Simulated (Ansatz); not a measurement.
```xyz
14

C     1.320   -0.924   -1.802
O     0.909   -0.681   -0.496
Zr    0.410   -0.181    1.267
O     1.914    0.149    2.399
F    -0.737   -1.559    1.951
Se   -0.942    2.011    1.092
C    -2.293    1.105   -0.026
H     0.789   -1.789   -2.213
H     1.113   -0.054   -2.434
H     2.395   -1.128   -1.834
H     2.788    0.205    2.773
H    -2.100    1.326   -1.073
H    -3.266    1.494    0.266
H    -2.301    0.025    0.129
```

The species carries charge 0 and has multiplicity 1. Zr takes the def2 core potential.

Question: List the PBE0/def2-TZVPP orbital energies in eV (Ansatz). (Best estimate.)

Answer: The calculation gave: Occupied: -12360.74, -1583.54, -1420.58, -1420.52, -1420.51, -672.87, -522.93, -522.81, -279.66, -278.91, -213.95, -157.55, -157.36, -157.32, -59.15, -57.52, -57.47, -57.43, -57.28, -57.28, -36.14, -35.90, -35.40, -30.68, -27.81, -27.10, -20.73, -19.02, -17.00, -14.37, -13.32, -12.95, -12.93, -12.07, -11.93, -11.91, -11.38, -11.36, -10.00, -9.81, -9.50, -8.82, -8.72, -7.38, -6.43. Lowest empty: -0.79, -0.42, -0.21, 0.05, 0.51, 0.52, 0.67, 1.15.
